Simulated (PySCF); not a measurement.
# Static response to an electric field

Compound: C6H6B2Cl2.
Geometry (PBE0-D3(BJ)/def2-SVP, Å), atoms numbered from 1 in this order:
```
atom  x, y, z in Å
B1    -0.3468   -1.3441    0.1714
C2     0.8599   -0.3865    0.1196
C3     0.6883    1.0062   -0.0230
C4     1.7779    1.8709   -0.0728
C5     3.0678    1.3549    0.0180
C6     3.2955   -0.0276    0.1627
B7     4.7335   -0.5941    0.2628
Cl8    6.1358    0.4613    0.1758
Cl9    5.0258   -2.3121    0.4664
C10    2.1761   -0.8735    0.2111
H11   -0.1730   -2.5345    0.2942
H12   -1.4729   -0.9097    0.0883
H13   -0.3262    1.4082   -0.0960
H14    1.6258    2.9469   -0.1835
H15    3.9258    2.0310   -0.0227
H16    2.3311   -1.9501    0.3230
```

Level: wB97X-D/def2-SVPD (PySCF), static field, nuclei fixed, core orbitals frozen in the response. The polarisability tensor in these axes (au):

```
x   169.45   2.20   2.72
y     2.20 137.54  -6.44
z     2.72  -6.44  75.01
```

**Question.** Diagonalise the tensor; give its mean and Δα, where Δα² is half the sum of the squared differences of the eigenvalues.

**Answer.** Principal values 74.27, 138.08 and 169.66 au; mean 127.33 au = 18.87 Å³ = 20.99 × 10⁻⁴⁰ C²·m²/J; Δα = 84.17 au (66 % of the mean).

**Question.** What is the dipole moment, and where does it point?

**Answer.** (-1.10, 1.73, -0.20) D, 2.06 D in size, pointing from the negative to the positive side. Measured along this direction, the outermost atoms are Cl9 at the negative end and H14 at the positive end.

**Question.** Refractivity n − 1 of an ideal gas of it at 273.15 K and 1 atm, from the electronic α?

**Answer.** N = p/kT = 2.6868 × 10¹⁹ cm⁻³, so n − 1 = 2π × N × 18.87 × 10⁻²⁴ cm³ = 3185 × 10⁻⁶ at long wavelengths, for an ideal gas.

**Question.** Find the Langevin capture rate constant for NO+ (29.998 u) meeting this molecule (170.003 u), k = 2.342 × 10⁻⁹ cm³/s × √(α in Å³ / reduced mass in u).

**Answer.** The reduced mass is 25.50 u, so k = 2.01 × 10⁻⁹ cm³/s. The formula leaves out the permanent dipole, which adds to the capture rate.

**Question.** Rayleigh depolarisation ratio (linearly polarised light, static tensor)?

**Answer.** ρ = 3Δα²/(45ᾱ² + 4Δα²) = 21253.5/(729631 + 28337.9) = 0.028.

Geometry: PBE0-D3(BJ)/def2-SVP; no solvent, vibrations or thermal averaging.
